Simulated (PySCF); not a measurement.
# From a computed spectrum to the compound

A species of 10 atoms with charge 3 has these harmonic modes (PBE0, small Gaussian bases with core potentials, PySCF 2.14.0):

```json
{"cm⁻¹": "-14", "km/mol": "–", "symmetry": "a2"}
{"cm⁻¹": "78", "km/mol": "4.9", "symmetry": "e"}
{"cm⁻¹": "78", "km/mol": "4.9", "symmetry": "e"}
{"cm⁻¹": "86", "km/mol": "0.0", "symmetry": "a1"}
{"cm⁻¹": "122", "km/mol": "0.0", "symmetry": "e"}
{"cm⁻¹": "122", "km/mol": "0.0", "symmetry": "e"}
{"cm⁻¹": "388", "km/mol": "0.0", "symmetry": "a1"}
{"cm⁻¹": "404", "km/mol": "26.6", "symmetry": "e"}
{"cm⁻¹": "404", "km/mol": "26.6", "symmetry": "e"}
{"cm⁻¹": "606", "km/mol": "0.1", "symmetry": "a2"}
{"cm⁻¹": "640", "km/mol": "129.6", "symmetry": "e"}
{"cm⁻¹": "640", "km/mol": "129.6", "symmetry": "e"}
{"cm⁻¹": "668", "km/mol": "5.4", "symmetry": "e"}
{"cm⁻¹": "668", "km/mol": "5.4", "symmetry": "e"}
{"cm⁻¹": "690", "km/mol": "1135.5", "symmetry": "a2"}
{"cm⁻¹": "1673", "km/mol": "206.9", "symmetry": "e"}
{"cm⁻¹": "1673", "km/mol": "206.9", "symmetry": "e"}
{"cm⁻¹": "1678", "km/mol": "0.0", "symmetry": "a1"}
{"cm⁻¹": "3576", "km/mol": "837.2", "symmetry": "e"}
{"cm⁻¹": "3576", "km/mol": "837.2", "symmetry": "e"}
{"cm⁻¹": "3595", "km/mol": "0.0", "symmetry": "a1"}
{"cm⁻¹": "3613", "km/mol": "9.5", "symmetry": "a2"}
{"cm⁻¹": "3617", "km/mol": "669.7", "symmetry": "e"}
{"cm⁻¹": "3617", "km/mol": "669.7", "symmetry": "e"}
```

Task: Which species is it, and in which structure?

Result: [Nd(H2O)3]3+ (singlet in the valence; each metal's 4f electrons, 3 of them, lie in its core potential, out of spins and levels):
```xyz
10

Nd    0.0000    0.0000    0.0000
O     2.3218    0.0000    0.0000
H     2.9376    0.7691    0.0659
H     2.9376   -0.7691   -0.0659
O    -1.1609    2.0107    0.0000
H    -2.1348    2.1595    0.0659
H    -0.8028    2.9286   -0.0659
O    -1.1609   -2.0107    0.0000
H    -0.8027   -2.9286    0.0659
H    -2.1348   -2.1595   -0.0659
```
 Negative wavenumbers this small are taken as noise. An lcecp potential fixes the number of 4f electrons, so in runs with it no electron can move into or out of that shell.
 This is one of several that fit.
